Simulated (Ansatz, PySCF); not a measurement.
Te(OMe)(GeH3) (CH6GeOTe), SMILES CO[Te][GeH3]. Atoms are numbered in the order given.

```xyz
10

Te     0.2478    -0.8813     0.3017
O     -1.5539    -0.9070    -0.6804
C     -2.6690    -0.4869     0.0848
H     -2.5993     0.5751     0.4208
H     -3.5512    -0.5758    -0.5866
H     -2.8545    -1.1191     0.9844
Ge     0.6941     1.5904    -0.3215
H      1.9614     2.0454     0.4513
H      0.9175     1.7382    -1.8482
H     -0.5243     2.4482     0.1093
```

Geometry: PBE-D3(BJ)/def2-SVP. The structure was generated by enumeration, and PubChem lists no compound with its InChIKey, so it may never have been made. The def2 effective core potentials stand for the cores of Te; spin–orbit coupling is left out. The values are those of a single conformer.

Vertical ionisation energy (IE) and electron affinity (EA) in eV. Rows of orbital energies are one-electron estimates. Where ΔSCF, EOM or ADC give a negative EA the extra electron is unbound and the value depends on the basis.

| level | IE | EA |
|---|---|---|
| −ε(HOMO), −ε(LUMO), M06-2X/def2-TZVP (PySCF) | 7.53 | 1.14 |
| −ε(HOMO), −ε(LUMO), PBE/def2-TZVP (PySCF) | 5.32 | 2.96 |
| ΔSCF, CAM-B3LYP/def2-SVPD (Ansatz), final states of multiplicity 2 and 2 | 8.44 | 0.48 |
| ΔSCF, PBE/def2-SVPD (Ansatz), final states of multiplicity 2 and 2 | 8.21 | 0.55 |

**Question.** What vertical singlet–triplet gap does ΔSCF give with CAM-B3LYP/def2-SVPD (Ansatz, an electronic-structure program) and with PBE/def2-SVPD (Ansatz)? (The exact figures need the calculation; the answer reports its results.)

**Answer.** 2.26 and 2.13 eV (triplet above singlet where positive).
